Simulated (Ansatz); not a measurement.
The first iterations of a band of AlCl2H + H4Si (9 atoms, charge 0, multiplicity 1).

All numbers below come from Ansatz 0.2.0, RKS PBE/def2-SVP.

```json
{"movable images": "7", "climbing image": "yes", "spring": "5.0 eV/Å²", "optimiser": "quadratic models (default)", "start path": "through a guess of the saddle point", "force threshold": "0.05 eV/Å", "iteration limit": "60", "end points": "relaxed"}
```

First end point:

```xyz
9
Properties=species:S:1:pos:R:3
Al -0.064 0.263 0.303
Cl 0.175 1.380 2.088
H 1.128 0.132 -0.732
Cl -2.059 -0.149 -0.325
Si -0.329 -2.899 1.029
H -0.440 -3.165 -0.438
H 0.646 -3.836 1.682
H -1.652 -2.892 1.726
H 0.288 -1.509 1.219
```

Last end point:

```xyz
9
Properties=species:S:1:pos:R:3
Al -0.044 -0.458 -0.252
Cl 0.007 0.368 2.296
H 1.309 0.240 -0.725
Cl -1.883 0.408 -0.918
Si -0.241 -2.739 0.660
H -1.061 -3.735 -0.116
H 1.079 -3.384 1.004
H -0.951 -2.575 2.006
H -0.522 -0.801 2.596
```

| iteration | highest image above the first end (eV) | largest band force component (eV/Å) |
| --- | --- | --- |
| 1 | 3.286 | 2.639 |
| 2 | 2.399 | 1.103 |
| 3 | 2.065 | 1.195 |
| 4 | 1.927 | 1.950 |

Does the band converge within its limit, and where does its top end?

The run converged. It ended after 13 iterations with the highest image 1.587 eV above the first end. A vibrational analysis at the climbing image gives one clearly imaginary mode, 371i cm⁻¹: a first-order saddle point. The orbitals stay closed-shell, which can raise the energy where a bond breaks towards radicals; this wasn't checked here.

Run time: 2.8 min on 2 threads of Arm Neoverse V1, with other jobs on the host, peak memory 0.14 GiB.
